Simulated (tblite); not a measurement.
Compound: C6H7F3.
SMILES with atom numbers: `[CH2:1]=[C:2](/[CH:3]=[CH:4]\[F:5])[CH2:6][CH:7]([F:8])[F:9]` (hydrogens: H10, H11 on C1; H12 on C3; H13 on C4; H14, H15 on C6; H16 on C7)

Computed with GFN2-xTB (tblite), gas phase: Langevin dynamics at 400 K from the optimised GFN2-xTB geometry, time step 0.5 fs, friction 0.01 fs⁻¹, 2000 steps.

Start geometry:
```
atom  x, y, z in Å
C1     -0.018   -1.070    1.774
C2     -0.251   -0.269    0.734
C3     -1.494   -0.398   -0.012
C4     -1.929    0.297   -1.058
F5     -1.246    1.287   -1.657
C6      0.769    0.755    0.313
C7      1.564    0.263   -0.891
F8      2.481    1.188   -1.265
F9      2.269   -0.853   -0.575
H10     0.892   -1.004    2.344
H11    -0.727   -1.819    2.082
H12    -2.165   -1.166    0.346
H13    -2.881    0.135   -1.541
H14     0.303    1.702    0.039
H15     1.477    0.933    1.125
H16     0.947    0.026   -1.770
```

The statistics below take the 31 frames saved every 25 fs from 250 to 1000 fs; their kinetic temperature (all 3N coordinates) averages 405 K.

Problem. How do the bond lengths spread?

Solution. 
| bond | start (Å) | mean (Å) | standard deviation (Å) | shortest (Å) | longest (Å) |
| --- | --- | --- | --- | --- | --- |
| C1=C2 | 1.333 | 1.338 | 0.020 | 1.300 | 1.387 |
| C2–C3 | 1.455 | 1.467 | 0.037 | 1.407 | 1.587 |
| C3=C4 | 1.329 | 1.335 | 0.026 | 1.290 | 1.389 |
| C4–F5 | 1.344 | 1.348 | 0.028 | 1.295 | 1.404 |
| C2–C6 | 1.506 | 1.507 | 0.035 | 1.446 | 1.578 |
| C6–C7 | 1.524 | 1.522 | 0.047 | 1.438 | 1.634 |
| C7–F8 | 1.355 | 1.366 | 0.032 | 1.305 | 1.413 |
| C7–F9 | 1.358 | 1.367 | 0.037 | 1.306 | 1.471 |
| C1–H10 | 1.076 | 1.081 | 0.031 | 1.018 | 1.139 |
| C1–H11 | 1.076 | 1.083 | 0.034 | 1.026 | 1.175 |
| C3–H12 | 1.080 | 1.087 | 0.028 | 1.044 | 1.138 |
| C4–H13 | 1.080 | 1.088 | 0.033 | 1.024 | 1.150 |
| C6–H14 | 1.090 | 1.096 | 0.029 | 1.042 | 1.156 |
| C6–H15 | 1.091 | 1.102 | 0.038 | 1.019 | 1.217 |
| C7–H16 | 1.099 | 1.110 | 0.045 | 1.031 | 1.199 |

Problem. Give the same statistics for bond angles, one of each kind among heavy atoms.

Solution. 
```json
{"angle": "C1–C2–C3", "start (°)": "119.7", "mean (°)": "118.7", "standard deviation (°)": "3.4", "smallest (°)": "110.0", "largest (°)": "124.2"}
{"angle": "C1–C2–C6", "start (°)": "120.5", "mean (°)": "120.7", "standard deviation (°)": "3.1", "smallest (°)": "114.2", "largest (°)": "125.9"}
{"angle": "C3–C2–C6", "start (°)": "119.7", "mean (°)": "120.1", "standard deviation (°)": "3.6", "smallest (°)": "112.9", "largest (°)": "128.7"}
{"angle": "C2–C3–C4", "start (°)": "129.5", "mean (°)": "129.9", "standard deviation (°)": "3.8", "smallest (°)": "121.9", "largest (°)": "140.0"}
{"angle": "C3–C4–F5", "start (°)": "124.7", "mean (°)": "125.2", "standard deviation (°)": "4.0", "smallest (°)": "119.0", "largest (°)": "135.1"}
{"angle": "C2–C6–C7", "start (°)": "110.7", "mean (°)": "111.8", "standard deviation (°)": "4.4", "smallest (°)": "102.3", "largest (°)": "123.3"}
{"angle": "C6–C7–F8", "start (°)": "110.5", "mean (°)": "110.4", "standard deviation (°)": "3.4", "smallest (°)": "103.9", "largest (°)": "118.1"}
{"angle": "C6–C7–F9", "start (°)": "110.7", "mean (°)": "111.3", "standard deviation (°)": "2.8", "smallest (°)": "104.5", "largest (°)": "117.6"}
{"angle": "F8–C7–F9", "start (°)": "105.9", "mean (°)": "105.7", "standard deviation (°)": "3.3", "smallest (°)": "99.1", "largest (°)": "114.3"}
```

Problem. Follow the torsions C1–C2–C3–C4, C1–C2–C6–C7 and C2–C6–C7–F8 through every second one of these frames.

Solution. 
```tsv
t (fs)	C1–C2–C3–C4 (°)	C1–C2–C6–C7 (°)	C2–C6–C7–F8 (°)
250	148	104	172
300	156	100	171
350	144	101	169
400	131	98	169
450	-177	69	176
500	-179	70	160
550	-160	66	162
600	-177	80	179
650	-175	88	162
700	-172	97	159
750	169	110	170
800	-157	94	-171
850	168	108	-157
900	-155	80	-135
950	170	79	-112
1000	-173	41	-81
```

Largest departure from the start value over all these frames: C1–C2–C3–C4 48° (start 179°), C1–C2–C6–C7 60° (start 101°), C2–C6–C7–F8 99° (start 180°).

The run is classical and short, so these are rough statistics of one trajectory.

What follows is the cost of the whole dynamics run. Hardware: an Arm Neoverse V1 with one thread (shared host). Cost: 12 s, 0.18 GiB resident at most.
